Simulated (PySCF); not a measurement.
# How methods differ on the ionisation energy of Cl⁺

Cl⁺ [Ne] 3s2 3p4 (3P) → Cl²⁺ [Ne] 3s2 3p3 (4S), as a difference of total energies. Calculation: PySCF 2.14, in def2-TZVP (5s5p2d1f, 37 functions); the non-relativistic Hamiltonian (point nucleus). Correlated levels: valence: [Ne] frozen. The calculations carry no spin-orbit coupling.

| method | ionisation energy (eV) | error (eV) |
| --- | --- | --- |
| UHF | 22.582 | -1.189 |
| PBE0 | 23.846 | +0.075 |
| PBE | 23.858 | +0.087 |
| MP2 (valence) | 23.335 | -0.436 |
| SCS-MP2 (valence) | 23.413 | -0.358 |
| CCSD (valence) | 23.444 | -0.327 |
| CCSD(T) (valence) | 23.473 | -0.298 |

Reference: 23.771 eV (measured; NIST levels, between the centres of gravity of the two terms).

Errors of the correlated levels include the incompleteness of this basis and the frozen core.
